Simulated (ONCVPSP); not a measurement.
P, ONCV: configuration errors across variants

ONCVPSP 4.0.1 input, shortened (lines: element, Z, core and valence counts, functional; n l f; lmax; l rc ep ncon nbas qcut; lloc lpopt rc5 dvloc0; l nproj debl; icmod fcfact rcfact), PBE, scalar-relativistic:

```
  P 15.00    3    2        4      upf
    1    0    2.00
    2    0    2.00
    2    1    6.00
    3    0    2.00
    3    1    3.00
    2
    0    1.35    0.00    4    7    6.20
    1    1.20    0.00    4    8    8.00
    2    1.20    0.09    5    8    7.40
    1    5    1.20    0.00
    0    2    0.90
    1    0    2.40
    2    2    2.50
    1    0.50    0.00
```

All-electron excitation energies from the reference (eV): (1) 3s2 3p2 9.730; (2) 3s2 3p1 28.877; (3) 3s2 3p0 58.616; (4) 3s1 3p4 8.534.

2 further variants failed, have other tests or too few solved ones, and are left out.

A true bound ghost makes a file unfit for plane-wave use even where its test errors are small: the radial tests pick states by their node count and pass the ghost by.

Errors AE − PS in meV (a dash: test not solved or not reliable):

| change | (1) | (2) | (3) | (4) | bound ghosts | GHOST(+) flags above zero |
| --- | --- | --- | --- | --- | --- | --- |
| base | +2.7 | +14 | +25 | +1.8 | s | none |
| s: qcut 5.1; p: qcut 6.6; d: qcut 6.1 | +2.5 | +14 | +29 | +1.5 | s | none |
| p: nproj 1; local potential polynomial inside 0.85 bohr (lpopt 5, dvloc0 -1 Ha) | +3.7 | +18 | +26 | +2.2 | s | none |
| core correction polynomial model core, fcfact 0.55 | +2.7 | +14 | +25 | +1.7 | s | none |
| core correction polynomial model core, fcfact 0.18 | +2.7 | +15 | +31 | +2.7 | s | none |
| p: nbas 9 | +2.6 | +14 | +26 | +1.7 | s | none |
| d: qcut 4.7 | +2.7 | +14 | +25 | +1.8 | s | none |

(1) Give the same row for: p: ncon 3, nbas 7.

Answers

(1) +1.4, +11, +24, +2.2; bound ghosts: s; GHOST(+) flags above zero: none.
